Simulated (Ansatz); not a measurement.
Reaction (hydrogenolysis of a B–Ge bond): `O=C[BH][GeH3]` + H₂ → `BC=O` + GeH₄

Calculated with Ansatz (gas phase, PBE0-D4/def2-TZVP geometries, no zero-point term in ΔE). CCSD(T)/CBS is the MP2 limit (def2-TZVPP, def2-QZVPP) plus CCSD(T) − MP2 in def2-TZVPP, frozen cores. This one scheme is used for every species. Functionals use def2-TZVPP. For Ge outer-core shells are correlated without core-valence functions, which leaves a few kJ/mol of doubt a bond. Scalar relativity is left out up to krypton. Each species was taken in one conformer, which may not be the lowest.

CCSD(T)/CBS gives -17.9 kJ/mol.

Question: Another level gave -29.0 kJ/mol. Which?
A. revPBE-D4/def2-TZVPP
B. HF/def2-TZVPP
C. r2SCANh/def2-TZVPP
D. BHLYP-D4/def2-TZVPP

Answer: D. BHLYP-D4 -29.0, r2SCANh -18.9, HF/def2-TZVPP -50.1, revPBE-D4 -8.1 kJ/mol.

Largest T1 diagnostic among the species: 0.021, so the coupled-cluster value is less sure than usual.

The D4 term adds +8.2 kJ/mol with B3LYP and +4.5 kJ/mol with PBE0; it sums over pairs of atoms, weighted by their polarisabilities, and B3LYP, whose exchange is more repulsive, gets the larger term. From PBE to PBE0 (25 % exact exchange), in def2-TZVPP and without D4, ΔE moves by −6.3 kJ/mol. Leaving LDA and LC-ωPBE aside and taking each functional with its dispersion term where it has one, the values spread over 20.9 kJ/mol, from BHLYP-D4 to revPBE-D4.

B3LYP here is the variant with VWN-RPA as its local correlation; programs differ in this.
